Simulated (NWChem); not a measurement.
**Basis-set convergence for H3AlS**

SMILES: [AlH2][SH]
```xyz
5

Al    -1.1157     0.1387     0.0000
H     -1.6621     1.6220     0.0000
H     -2.0259    -1.1509     0.0000
S      1.0503    -0.2109     0.0000
H      1.3869     1.1007     0.0000
```
Charge 0, spin multiplicity 1.

Everything below was run with NWChem. All single points use one geometry, from B3LYP/def2-SVP, a minimum by its harmonic frequencies. It is one conformer; others weren't searched.

Quantity: vertical ionisation energy at the level ΔHF (Δ: difference of total energies, the cation a doublet at the parent's geometry with its hole in an orbital of symmetry a" (Cs labels); it is the state that the SCF runs reached, from PBE0 orbitals for Hartree-Fock references, and need not be the lowest).

The Pople sets run with spherical d functions. The structure started from a generated list of species. No SCF solution was tested for a lower state. Open-shell Hartree-Fock references start from PBE0 orbitals; any time given for them includes that run.

The cost column gives rough processor time relative to STO-3G; each entry includes its own SCF.

| basis | functions | vertical ionisation energy (eV) | relative cost |
|---|---|---|---|
| STO-3G | 21 | [?] | 1 |
| 6-31G* | 42 | 9.05 | under 3 |
| def2-SVP | 51 | [?] | under 3 |
| def2-SVPD | 75 | [?] | under 3 |
| aug-cc-pVDZ | 81 | 9.06 | 4 |
| 6-311++G** | 81 | 9.03 | under 3 |
| cc-pVTZ | 110 | 9.03 | 8 |
| pcseg-2 | 110 | 9.02 | 5 |
| def2-TZVPD | 116 | 9.02 | 5 |
| aug-cc-pVTZ | 169 | 9.03 | 50 |

Question: Some entries are withheld; supply them.

Answer: 
- STO-3G, vertical ionisation energy (eV): 5.37
- def2-SVP, vertical ionisation energy (eV): 9.09
- def2-SVPD, vertical ionisation energy (eV): 9.11
